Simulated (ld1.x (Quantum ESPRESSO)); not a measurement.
**Which change was made? (Mo, PAW)**

```json
{
 "Element": "molybdenum",
 "Generator": "ld1.x (Quantum ESPRESSO) 7.5",
 "Type": "PAW",
 "Functional": "LDA (PZ)",
 "Relativity": "scalar-relativistic",
 "Frozen core": "[Ar] 3d10",
 "Valence charge": "14",
 "Reference configuration": "4s2 4p6 4d6 5s0 5p0",
 "Partial waves": "4s (bound): rcut 1.45, rcutus 1.75 bohr; 5s (bound, empty): rcut 1.45, rcutus 1.75 bohr; 4p (bound): rcut 1.65, rcutus 2.00 bohr; 5p (bound, empty): rcut 1.65, rcutus 2.00 bohr; 4d (bound): rcut 1.85, rcutus 2.50 bohr; 4d channel at 4.95 Ry: rcut 1.85, rcutus 2.50 bohr",
 "Local potential": "all-electron potential smoothed inside 2.10 bohr (lloc = -1)",
 "Core correction": "Bessel-smoothed model core inside 0.90 bohr",
 "Augmentation charge": "BESSEL, radius 1.60 bohr"
}
```

Cutoffs, loose and tight: the cutoffs (Ry, on a coarse ladder) from which the occupation-weighted sum of valence levels, in a spherical-Bessel basis at the reference potential, stays within 10 and 1 mRy of its value at 400 Ry. They do not see the model core or the augmentation charge, which bear on the density cutoff. Test errors are all-electron minus pseudo excitation energies from the reference, over the configurations 4s2 4p6 4d5 5s1 5p0; 4s2 4p6 4d5 5s0 5p0; 4s2 4p6 4d4 5s0 5p0; 4s2 4p6 4d5 5s0 5p1; 4s2 4p6 4d2 5s0 5p0; 4s2 4p6 4d4 5s1 5p1; 4s2 4p6 4d5 5s0.5 5p0 (two spin-polarised tests are not counted in the largest error); variants that change the core or the reference have their own tests. The largest error is taken over the tests solved by every variant that gives reliable tests at all, those not shown here included: 4s2 4p6 4d2 5s0 5p0; 4s2 4p6 4d4 5s0 5p0; 4s2 4p6 4d5 5s0 5p0; 4s2 4p6 4d5 5s0.5 5p0; 4s2 4p6 4d5 5s1 5p0.

The base gives: outcome: generated, overlap not positive; bound ghosts: not determined (overlap not positive); largest test error (meV): +35.

Task: After one change the result is: outcome: generated, overlap not positive; bound ghosts: not determined (overlap not positive); largest test error (meV): -24. Which change was it?
A. waves 4d (bound): rcut 1.85, rcutus 1.98 bohr; 4d channel at 4.95 Ry: rcut 1.85, rcutus 1.98 bohr
B. reference 4s2 4p6 4d5 5s0 5p0
C. type RRKJ; waves now 4p (bound): rc 2.00 bohr; 4d (bound): rc 2.50 bohr; 4s (bound): rc 1.75 bohr; local potential the s channel
D. wave 4d channel at 4.95 Ry: rcut 1.85, rcutus 2.50 bohr becomes 4d channel at 0.06 Ry: rcut 1.85, rcutus 2.50 bohr

Result: D. The others give: reference 4s2 4p6 4d5 5s0 5p0 → outcome: generated, overlap not positive; bound ghosts: not determined (overlap not positive); largest test error (meV): -18 | waves 4d (bound): rcut 1.85, rcutus 1.98 bohr; 4d channel at 4.95 Ry: rcut 1.85, rcutus 1.98 bohr → outcome: generated, overlap not positive; bound ghosts: not determined (overlap not positive); largest test error (meV): -34 | type RRKJ; waves now 4p (bound): rc 2.00 bohr; 4d (bound): rc 2.50 bohr; 4s (bound): rc 1.75 bohr; local potential the s channel → outcome: generated; cutoff, loose: 30 Ry; cutoff, tight: 60 Ry; bound ghosts: none; largest test error (meV): +998. A file whose overlap is not positive is unfit for use, and its test errors describe a broken file.
